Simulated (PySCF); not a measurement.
Computed properties of CH6BClO2Si, SMILES OB(O)C[SiH2]Cl

CH₆BClO₂Si, SMILES OB(O)C[SiH2]Cl. Coordinates come from a PBE0-D3(BJ)/def2-SVP optimisation. The structure was generated by enumeration, and PubChem lists no compound with its InChIKey, so it may never have been made. One conformer was computed; it need not be the lowest. All values are computed for the isolated molecule unless a solvent is named; none is compared with measurement here.

**Structure.** All 30 harmonic modes at PBE0-D3(BJ)/def2-SVP (PySCF) are real, so it is a minimum. With heavy atoms numbered as in [SiH2:1]([Cl:2])[CH2:3][B:4]([OH:5])[OH:6], the shortest bond between them is B4–O5 at 1.359 Å and the longest Si1–Cl2 at 2.075 Å.

**Vibrations.** The strongest infrared lines (harmonic, unscaled, degenerate partners summed) lie at 1346 cm⁻¹ (401 km/mol, B 51 %, H 25 %, O 21 %), 1492 cm⁻¹ (246 km/mol, B 72 %, O 19 %, H 9 %), 1022 cm⁻¹ (188 km/mol, H 77 %, O 17 %). The softest mode is at 44 cm⁻¹ and the zero-point energy is 51.0 kcal/mol.

**Electronic structure.** HF/def2-TZVP (PySCF) places the frontier levels at -11.99 and 2.64 eV, a gap of 14.63 eV, and gives a dipole moment of 1.48 D and a mean polarisability of 63.0 bohr³. PBE/def2-TZVP (PySCF) at the same geometry gives -7.31 and -1.07 eV, so its gap is 8.39 eV narrower. An orbital gap is neither the optical nor the fundamental gap.

**Excitations.** TDA-PBE0/def2-SVPD (PySCF) has S1 at 7.13 eV (174 nm, f = 0.007, weak); the most intense of the 10 singlets computed lies at 7.54 eV (f = 0.08). T1 (TDA) is at 6.73 eV, 0.40 eV under S1. TDA-PBE/def2-SVPD (PySCF) puts S1 at 6.27 eV. No vertical singlet excitation falls in the visible range (under 3.1 eV).

**NMR.** GIAO shifts at PBE0/pcSseg-1 (PySCF) (non-relativistic, atoms alike by connectivity averaged): ¹³C at 10.2 ppm against TMS; ¹H from 0.7 to 5.3 ppm against TMS; ²⁹Si at -2.7 ppm against TMS; ¹¹B at 17.2 ppm against BF3. Without spin–orbit terms, shifts of atoms bonded to Cl or Br come out too high.
